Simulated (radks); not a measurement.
Task: All-electron atom: Rb28+ in [He] 2s2 2p5. Method: scalar-relativistic Kohn-Sham, PBE, spin-polarised, spherical densities, finite nucleus; open shells are filled with parallel spins first (spin-orbit coupling, left out, can overturn this in heavy ions); Fermi nuclear charge, rms radius 4.2036 fm; computed with a radial shooting solver on a logarithmic mesh with Libxc functionals. Some entries of the table are withheld. Estimate them.

orbital,occ.,eigenvalue (Ry),<r> (bohr)
1s up,1,-1220.666,0.04024
1s down,1,-1220.190,0.04023
2s up,1,-252.7446,(1)
2s down,1,-251.9762,(2)
2p up,3,-238.0292,0.1495
2p down,2,-237.1013,0.1497

Result: 
(1) 2s up <r> (bohr): 0.1726
(2) 2s down <r> (bohr): 0.1728
